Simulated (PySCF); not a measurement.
**`O=C1CCc2c(Cl)cccc21`: 4 charge schemes on one density**

Compound: C9H7ClO.
Structure used (GFN2-xTB), in Å, numbered top down from 1:
```
atom  x, y, z in Å
O1    -1.5840   -2.4481    0.7926
C2    -1.3098   -1.3248    0.4515
C3    -2.3048   -0.2067    0.1781
C4    -1.4892    1.0267   -0.2257
C5    -0.0667    0.5694   -0.1648
C6     1.0876    1.2828   -0.4321
Cl7    0.9928    2.9425   -0.9139
C8     2.3240    0.6632   -0.3112
C9     2.4080   -0.6677    0.0736
C10    1.2647   -1.3990    0.3433
C11    0.0352   -0.7673    0.2203
H12   -2.9008   -0.0373    1.0753
H13   -2.9911   -0.5282   -0.6057
H14   -1.6486    1.8665    0.4535
H15   -1.7361    1.3726   -1.2313
H16    3.2207    1.2255   -0.5198
H17    3.3793   -1.1295    0.1618
H18    1.3102   -2.4343    0.6429
```

Density: PBE0/pcSseg-1 (PySCF); schemes: Mulliken, IAO, Hirshfeld and ESP-fitted. Geometry: GFN2-xTB; no solvent, vibrations or thermal averaging.

Question: Atoms with like bonding are taken together and averaged. At which atom do the 4 schemes differ most?

Answer: At C2: from +0.153 (Hirshfeld) to +0.594 e (ESP-fitted), 0.441 e apart.

Question: For which atoms does the sign change between the 4 schemes (beyond +0.03 e in one, beyond −0.03 e in another)?

Answer: C5, C8 and C10.

Question: Do the Mulliken, IAO, Hirshfeld and ESP-fitted schemes agree on where the charge is highest?

Answer: All schemes agree: Mulliken C2 (+0.301); IAO C2 (+0.376); Hirshfeld C2 (+0.153); ESP-fitted C2 (+0.594).

Question: Tabulate the Mulliken, IAO, Hirshfeld and ESP-fitted charges.

Answer: In e; atoms taken as equivalent share a row and are averaged (×n: the atom named and its like, n in all):

```tsv
atom	environment	Mulliken	IAO	Hirshfeld	ESP-fitted
O1	ketone oxygen	-0.355	-0.416	-0.246	-0.500
C2	ketone carbonyl carbon	+0.301	+0.376	+0.153	+0.594
C3	sp3 carbon next to a carbonyl	-0.231	-0.326	-0.075	-0.392
C4	benzylic-type carbon	-0.031	-0.275	-0.072	-0.041
C5	substituted aromatic carbon	-0.040	+0.015	+0.004	+0.307
C6	aromatic C–Cl carbon	-0.265	-0.022	+0.013	-0.272
Cl7	aryl chlorine	-0.095	-0.031	-0.018	-0.052
C8	aromatic CH carbon	+0.074	-0.142	-0.045	+0.092
C9	aromatic CH carbon	-0.073	-0.148	-0.041	-0.312
C10	aromatic CH carbon	+0.074	-0.128	-0.032	-0.051
C11	substituted aromatic carbon	-0.273	-0.069	-0.023	-0.231
H12/H13	methylene hydrogen	+0.160	+0.170	+0.057	+0.140
H14/H15	methylene hydrogen	+0.155	+0.160	+0.046	+0.058
H16	aromatic hydrogen	+0.100	+0.171	+0.056	+0.122
H17	aromatic hydrogen	+0.104	+0.163	+0.058	+0.185
H18	aromatic hydrogen	+0.078	+0.173	+0.060	+0.156
```

Mean size of the charges over all atoms: ESP-fitted 0.206 e, IAO 0.173 e, Mulliken 0.151 e, Hirshfeld 0.061 e. Each set sums to the total charge, 0, to within 0.001 e. The Hirshfeld scheme divides the density at each point in proportion to the densities of the neutral, spherically averaged free atoms. The ESP scheme is a least-squares fit of atom-centred charges to the potential on four shells outside the van der Waals surface, with the total charge fixed.

Question: Sum the charges by element, for elements with more than one atom.

Answer: 
| element | atoms | Mulliken | IAO | Hirshfeld | ESP-fitted |
| --- | --- | --- | --- | --- | --- |
| C | 9 | -0.462 | -0.719 | -0.116 | -0.306 |
| H | 7 | +0.912 | +1.166 | +0.380 | +0.858 |

Question: How closely do the schemes follow one another over all atoms?

Answer: Correlation coefficient and root-mean-square difference: IAO with Hirshfeld 0.94, 0.130 e; Mulliken with ESP-fitted 0.85, 0.142 e; IAO with ESP-fitted 0.82, 0.150 e; Hirshfeld with ESP-fitted 0.80, 0.199 e; Mulliken with IAO 0.78, 0.128 e; Mulliken with Hirshfeld 0.78, 0.125 e.

Question: How many electrons does the ESP-fitted scheme count on C6?

Answer: Z − q = 6 − (-0.272) = 6.272.
